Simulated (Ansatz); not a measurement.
Consider the ligand exchange at the Si–F bond: `O[SiH2]F` + orthosilicic acid → `O[SiH2]O[Si](O)(O)O` + H–F.

Calculated with Ansatz (gas phase, PBE0-D4/def2-TZVP geometries, no zero-point term in ΔE). CCSD(T)/CBS is the MP2 limit (def2-TZVPP, def2-QZVPP) plus CCSD(T) − MP2 in def2-TZVPP, frozen cores. This one scheme is used for every species. Functionals use def2-TZVPP. B3LYP here is the variant with VWN-RPA as its local correlation; programs differ in this. Each species was taken in one conformer, which may not be the lowest.

```tsv
level	ΔE (kJ/mol)
r2SCAN-D4	24.4
B3LYP-D4	20.2
B2PLYP	28.0
MP2/CBS(def2)	18.2
```

**Question.** What does CCSD(T)/CBS give? (An estimate is asked.)

**Answer.** The calculation gave: +18.8 kJ/mol. The listed levels differ from it by 5.6, 1.4, 9.2, -0.6 kJ/mol.

Largest T1 diagnostic among the species: 0.012.

In def2-TZVPP, CCSD(T) changes the Hartree–Fock value by −12.2 kJ/mol (the triples alone add −1.9 kJ/mol) and MP2 by −12.8 kJ/mol. The D4 term adds −13.2 kJ/mol with B3LYP and −7.7 kJ/mol with PBE0; it sums over pairs of atoms, weighted by their polarisabilities, and B3LYP, whose exchange is more repulsive, gets the larger term.
